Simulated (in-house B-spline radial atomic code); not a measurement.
A fraction x of an electron is removed from 1s in Be III (Be2+), starting from 1s2 and keeping the highest spin. All numbers are computed (scalar-relativistic (X2C) PW91, spin-polarised, spherical fractional occupations; Fermi nucleus of rms radius 2.519 fm) with an all-electron radial atomic-structure program (B-spline basis), not measured.

```csv
x,E(x) - E(0) (eV),1s down level (eV)
0,0.0000,-132.534
0.21,28.8428,-142.140
0.36,50.6713,-148.880
0.44,62.7226,-152.391
0.5,71.9437,-154.968
0.53,76.6117,-156.233
0.67,98.8837,-161.845
0.76,113.5974,-165.053
0.94,143.7275,-168.551
```
